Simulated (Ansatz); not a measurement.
Relaxation of BCl$_{2}$H$_{3}$O (7 atoms, charge 0, multiplicity 1), to a largest force component of 0.03 eV/Å in at most 50 steps.

Level of theory: RKS PBE0-D4/6-31G* in Ansatz 0.2.0.

```xyz
7
Properties=species:S:1:pos:R:3:forces:R:3
B 0.115 -0.378 0.040 -0.10 -0.52 0.91
Cl 0.023 -0.739 1.827 0.04 -0.04 -0.93
Cl 1.669 -0.331 -0.749 0.01 0.01 0.00
O -1.001 -0.225 -0.684 0.06 0.02 -0.01
H -1.804 -0.293 -0.151 -0.01 0.00 0.03
H 0.130 1.978 0.481 0.00 0.74 -1.34
H 0.128 1.747 1.151 0.01 -0.20 1.34
```

Question: Where does it end, and by what steps?

Answer: It converged. The force dipped under the threshold on the way, but the program's further checks kept it going. After 18 steps the energy has fallen by 0.206 eV; H7 moved furthest, 0.75 Å.

```tsv
step	energy less start (eV)	largest force component (eV/Å)	accepted
0	0.0000	1.342	yes
1	-0.1333	0.727	yes
2	-0.1853	0.507	yes
3	-0.1942	0.379	yes
4	-0.1663	1.376	no
5	-0.2004	0.192	yes
6	-0.2022	0.080	yes
7	-0.2028	0.026	yes
8	-0.2030	0.019	yes
9	-0.1996	0.523	no
10	-0.2034	0.081	yes
11	-0.2004	0.431	no
12	-0.2039	0.017	yes
13	-0.2041	0.124	yes
14	-0.2043	0.128	yes
15	-0.2050	0.043	yes
16	-0.2050	0.042	yes
17	-0.2046	0.171	no
18	-0.2057	0.009	yes
```

```xyz
7
Properties=species:S:1:pos:R:3
B 0.144 -0.675 0.019
Cl 0.018 -1.236 1.689
Cl 1.689 -0.698 -0.799
O -0.928 -0.222 -0.651
H -1.734 -0.245 -0.118
H -0.095 2.340 0.548
H 0.166 2.495 1.227
```

Whether the end is a true minimum wasn't checked by a vibrational analysis.

The run took 62 s on 1 thread of Arm Neoverse V2, with other jobs on the host, peak memory 0.14 GiB.
